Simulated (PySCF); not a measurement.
Computed shifts of a molecule C₁₀H₁₀, B3LYP/pcSseg-1 run with PySCF, GIAO, gas phase, equivalent atoms averaged, in ppm (number of nuclei): ¹³C: 153.1 (5), 110.3 (5). ¹H: 6.02 (10). References: ¹³C against TMS (σ = 181.3 ppm); ¹H against TMS (σ = 31.68 ppm), references at their B3LYP-D3(BJ)/def2-TZVP geometries, non-relativistic. Geometry optimised at PBE0-D3(BJ)/def2-SVP. One conformer was computed; it need not be the lowest.

Problem. Which molecule gave these data?
A. C=Cc1ccc(C=C)cc1
B. C#Cc1cccc(C)c1C
C. C=C1C(=C)C(=C)C(=C)C1=C
D. C=Cc1cccc(C=C)c1

Solution. C, C=C1C(=C)C(=C)C(=C)C1=C
